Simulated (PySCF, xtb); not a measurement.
C₃H₆BFO, SMILES FCB1CCO1. The values are those of a single conformer.

Harmonic wavenumbers (cm⁻¹) from GFN2-xTB (xtb) at its own minimum, in rising order: 62, 149, 165, 323, 396, 586, 663, 808, 840, 911, 1004, 1021, 1034, 1119, 1122, 1144, 1170, 1189, 1248, 1263, 1315, 1423, 1437, 1468, 2928, 2942, 2967, 2978, 3031, 3038.

What does PySCF 2.14.0 with B3LYP-D3(BJ)/def2-SVP give at its own minimum? (Estimate from the structure and the level; the computed values follow.)

53, 157, 161, 339, 421, 593, 655, 811, 834, 954, 968, 971, 1066, 1097, 1164, 1184, 1186, 1238, 1265, 1345, 1407, 1434, 1446, 1503, 3001, 3041, 3053, 3081, 3116, 3139. Paired by order, the mean absolute difference is 40 cm⁻¹ and the zero-point energies are 56.8 and 58.2 kcal/mol.
